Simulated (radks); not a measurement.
Initial-state core-level shifts of the thulium ion Tm+ when its valence configuration changes from [Xe] 4f13 6s1. Method: Dirac Kohn-Sham, PBE, spin-unpolarised, spherical densities, finite nucleus; open shells are shared between the two j in proportion to 2j + 1; Fermi nuclear charge, rms radius 5.2256 fm; computed with a radial shooting solver on a logarithmic mesh with Libxc functionals. Shifts are changes of the shell-averaged eigenvalues in eV (positive: less bound); the change of the density at the nucleus, which sets a Mossbauer isomer shift, is in e/bohr^3, on a base of 9.497e+05.

valence                3p       4s       4p       5p  density at nucleus
4f12 6s2          -10.095   -9.862   -9.735   -5.479             +104.02
4f13 6s0.5 6p0.5   -0.710   -0.715   -0.717   -0.736              -21.51
4f13 5d0.5 6s0.5   +0.743   +0.754   +0.759   +0.790              -23.71
4f11 6s1 6p2      -24.933  -24.210  -23.896  -13.968             +121.64
4f13 6p1           -1.406   -1.417   -1.421   -1.458              -43.84
4f12.5 6s1.5       -4.750   -4.663   -4.607   -2.663              +47.71
4f13 5d1           +1.375   +1.396   +1.406   +1.473              -45.80
4f12 6s1.5 6p0.5  -10.806  -10.576  -10.450   -6.182              +79.27
4f14               +6.832   +6.792   +6.726   +4.187              -69.28
